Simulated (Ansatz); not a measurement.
Spectroscopic constants of YCl, multiplicity 3 (an upper state: multiplicity 1 came lower at CCSD(T)/def2-TZVPP on PBE0 minima). No spin–orbit coupling.

Constants: fifth-degree fit in 1/R to seven points, most abundant isotopes. Runs in def2 and cc sets follow the lowest solution found near the PBE0 minimum.

Correlated levels freeze the inner cores; with def2 sets outer-core shells near the valence are correlated too.

Run with Ansatz (Gaussian basis) for Hartree–Fock, density functionals and correlated methods. Each number belongs to the level named beside it. In def2 rows elements past Kr take small-core potentials, without spin–orbit coupling.

### Question
What bond length and harmonic frequency does PBE/def2-TZVPP give?

### Answer
r_e = 2.429 Å, ω_e = 348 cm⁻¹.

### Question
What bond length and harmonic frequency does wB97X-V/def2-TZVPP give?

### Answer
r_e = 2.454 Å, ω_e = 344 cm⁻¹.

### Question
What bond length and harmonic frequency does CCSD(T)/def2-TZVPP give?

### Answer
r_e = 2.460 Å, ω_e = 345 cm⁻¹.

Ansatz is a first-principles code.
